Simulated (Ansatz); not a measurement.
Consider the silylene formation by 1,1-elimination: `B[SiH](F)Cl` → `BF` + `[SiH]Cl`.

Isolated molecules relaxed with PBE0-D4/def2-TZVP in Ansatz; ΔE leaves out vibrations. CBS: MP2 limit from def2 TZ/QZ plus the TZ coupled-cluster correction, frozen cores. This one scheme is used for every species.

`B[SiH](F)Cl`:

```xyz
7

B    -0.078   -1.097   -0.538
Si    0.121    0.766    0.156
F    -1.003    1.771   -0.367
Cl   -0.171    0.453    2.170
H     0.859   -1.838   -0.532
H    -1.143   -1.518   -0.874
H     1.416    1.462   -0.014
```

`BF`:

```xyz
4

B     0.035    0.002   -0.036
F    -0.881   -0.050    0.909
H    -0.323   -0.144   -1.169
H     1.170    0.192    0.296
```

`[SiH]Cl`:

```xyz
3

Si   -0.136    0.102   -0.808
Cl    1.346    0.274    0.638
H    -1.210   -0.376    0.170
```

```
      species  MP2/def2-TZVPP energy (Eh)
`B[SiH](F)Cl`                  -875.12019
         `BF`                  -125.73492
    `[SiH]Cl`                  -749.31897
```

Q: Work out ΔE.

A: ΔE = (-125.73492) + (-749.31897) − (-875.12019) = 0.06630 Eh = +41.6 kcal/mol. CCSD(T)/CBS gives +40.4 kcal/mol.

Largest T1 diagnostic among the species: 0.013.

The D4 term adds +2.7 kcal/mol with B3LYP and +1.4 kcal/mol with PBE0; it sums over pairs of atoms, weighted by their polarisabilities, and B3LYP, whose exchange is more repulsive, gets the larger term. From BLYP to BHLYP (50 % exact exchange), in def2-TZVPP and without D4, ΔE moves by +8.1 kcal/mol. Leaving LDA and LC-ωPBE aside and taking each functional with its dispersion term where it has one, the values, not all of them listed here, spread over 10.4 kcal/mol, from BLYP-D4 to r2SCAN0-D4. LDA lies +6.3 kcal/mol from PBE without D4.

B3LYP here is the variant with VWN-RPA as its local correlation; programs differ in this.
